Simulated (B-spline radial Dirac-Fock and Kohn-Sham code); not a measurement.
Kohn-Sham estimates against Dirac-Fock for the levels of Bi⁵⁷⁺

System: the Bi⁵⁷⁺ ion, configuration [Ar] 3d8.

The density-functional columns are spherical, spin-unpolarised Dirac-Kohn-Sham results without Breit or QED terms: −ε is minus the orbital energy of the initial state and ΔSCF the difference of two total energies. The reference in the last column comes from Dirac-Fock ΔSCF + Breit + QED. All numbers are from a radial finite-basis atomic code, in eV; a selection of levels is shown. For the 1s level of heavy atoms much of the gap between ΔSCF and the reference is the Breit and QED part, -514.4 eV here; for other levels the error of the functional can be larger.

```
     level   LDA −ε  LDA ΔSCF  Dirac-Fock
    K (1s)  93987.6   94687.5     94180.3
   L1 (2s)  19746.8   19911.3     19951.0
L2 (2p1/2)  19146.6   19349.1     19292.2
L3 (2p3/2)  16811.9   16985.0     16980.5
   M1 (3s)   7172.3    7241.6      7282.3
M2 (3p1/2)   6913.9    6987.4      6998.8
M3 (3p3/2)   6352.3    6419.7      6438.1
 M4,5 (3d)   5875.2    5951.9      5947.7
```

Values without a named source are computed, but for edge energies of neutral atoms, which are taken from tables.
